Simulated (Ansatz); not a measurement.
Reaction (hydrogenolysis of the Si–C bond): `[AlH2][SiH2]C[SiH3]` + H₂ → `[AlH2][SiH3]` + `C[SiH3]`

Gas-phase electronic energies from Ansatz, PBE0-D4/def2-TZVP geometries. CCSD(T)/CBS adds triple-zeta CCSD(T) − MP2 to the extrapolated MP2 energy (def2 sets, frozen cores). This one scheme is used for every species. Each species was taken in one conformer, which may not be the lowest.

```tsv
level	ΔE (kcal/mol)
MP2/def2-TZVPP	-1.6
CCSD(T)/def2-TZVPP	-3.5
```

(1) What does CCSD(T)/CBS give? (Estimate.)

Largest T1 diagnostic among the species: 0.012.

## Answers

(1) Ansatz gave: -2.5 kcal/mol. The listed levels differ from it by 0.9, -1.0 kcal/mol.

The D4 term adds +4.8 kcal/mol with B3LYP and +2.6 kcal/mol with PBE0; it sums over pairs of atoms, weighted by their polarisabilities, and B3LYP, whose exchange is more repulsive, gets the larger term. In def2-TZVPP, CCSD(T) changes the Hartree–Fock value by +11.2 kcal/mol (the triples alone add +2.1 kcal/mol) and MP2 by +13.2 kcal/mol.

B3LYP here is the variant with VWN-RPA as its local correlation; programs differ in this.
